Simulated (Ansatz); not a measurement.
# Which method gave which barrier?

Saddle point of SiH₂OF₄, closed shell (SiF₄ ([F][Si]([F])([F])[F]) + H₂O → SiHOF₃ ([OH][Si]([F])([F])[F]) + HF; bonds formed: Si1–O7, F2–H6; bonds broken: Si1–F2, H6–O7), PBE0-D4/def2-TZVP structure:

| atom | x (Å) | y (Å) | z (Å) |
| --- | --- | --- | --- |
| Si1 | -0.4882 | -0.1627 | -0.3271 |
| F2 | 0.4567 | -1.3216 | 0.8192 |
| F3 | 0.0150 | -1.0418 | -1.5354 |
| F4 | -1.8246 | -0.5820 | 0.3855 |
| F5 | -0.9869 | 1.1187 | -1.1475 |
| H6 | 0.9939 | -0.2671 | 0.9879 |
| O7 | 0.6585 | 0.7748 | 0.6062 |
| H8 | 1.1756 | 1.4817 | 0.2111 |

Ansatz 0.2.0; basis: def2-TZVPP, with def2-QZVPP for the basis limit; cores frozen in the correlated methods. Extrapolation: Hartree–Fock as exp(−7.88 √X), correlation as X^−2.97. Four methods, as single points on the PBE0-D4 structures, gave these electronic barriers from the start structure: 58.3, 111.0, 135.6, 176.3 kJ/mol.

(1) The methods were, in alphabetical order, BHLYP-D4, HF, PBE0-D4, SPW92. Which gave which? (A judgement: the text doesn't fix the answer.)

T1 diagnostic: at most 0.012.

Results:

(1) The calculation gives: SPW92 58.3; PBE0-D4 111.0; BHLYP-D4 135.6; HF 176.3 kJ/mol. For comparison, CCSD(T) at an estimated basis limit (MP2 extrapolated from triple and quadruple zeta, plus CCSD(T) − MP2 in triple zeta) gives 126.4 kJ/mol.

The step is the kind of ligand exchange by which a precursor binds to a hydroxyl group, or is hydrolysed, in atomic layer deposition of oxides.

Labels in which every atom is bracketed show which atoms are joined, not bond orders.

For scale, one of the runs: CCSD(T)/def2-TZVPP, 225 basis functions, launched by `ansatz run in.yaml --threads 8 --pin off --events-out ev --progress --plain --max-ram 19148MiB`. Hardware: 8 CPU threads of an Arm Neoverse V1, shared host. Wall time 100 s; peak host memory 4.2 GiB.
